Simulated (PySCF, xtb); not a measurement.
Sn(Cl)3(SiH3) (Cl3H3SiSn), SMILES [Sn]([Cl])([Cl])([SiH3])[Cl].

Harmonic wavenumbers (cm⁻¹) from GFN2-xTB in xtb at its own minimum, in rising order: 13, 48, 48, 94, 94, 100, 209, 295, 295, 312, 417, 418, 690, 702, 703, 2281, 2308, 2309.

Problem. What does r2SCAN-D4/def2-SVP (PySCF) give at its own minimum? (The exact figures need the calculation; the answer reports its results.)

Solution. 63, 63, 68, 110, 110, 122, 291, 371, 381, 381, 491, 491, 822, 921, 921, 2237, 2265, 2265. Paired by order, the mean absolute difference is 72 cm⁻¹ and the zero-point energies are 16.2 and 17.7 kcal/mol.
